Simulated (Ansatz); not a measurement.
A made-up structure of MgZnBH, closed shell:

| atom | x (Å) | y (Å) | z (Å) |
| --- | --- | --- | --- |
| B1 | -0.7429 | 0.0909 | 0.3152 |
| Mg2 | 1.1852 | 0.2550 | 1.1398 |
| Zn3 | 0.2681 | -1.4301 | -1.0361 |
| H4 | -0.7104 | 1.0842 | -0.4189 |

It is relaxed with PBE-D4/def2-SVP and then PBE0-D4/def2-TZVP (Ansatz 0.2.0). Atoms count as bonded within 1.22 times the sum of their covalent radii (H–H: 0.88 Å). The end point is not checked to be a true minimum.

**Question.** Does its bonding change? (A judgement: the text doesn't fix the answer.)

**Answer.** The calculation gives: No: no bond forms or breaks.

Where it ends: The first stage lowers the energy by 0.23 eV in 4 steps. It ends as MgZnBH ([Mg][BH][Zn]):
| atom | x (Å) | y (Å) | z (Å) |
| --- | --- | --- | --- |
| B1 | -0.7658 | 0.0541 | 0.2653 |
| Mg2 | 1.2930 | 0.2325 | 1.2096 |
| Zn3 | 0.2134 | -1.3212 | -0.9893 |
| H4 | -0.7407 | 1.0347 | -0.4856 |

Labels in which every atom is bracketed show which atoms are joined, not bond orders.

For scale, one of the runs: PBE0-D4/def2-TZVP relaxation, 117 basis functions, launched by `ansatz run in.yaml --threads 2 --pin off --events-out ev --progress --plain --max-ram 4352MiB`. Hardware: 2 CPU threads of an Arm Neoverse N1, shared host. Wall time about 27 s.
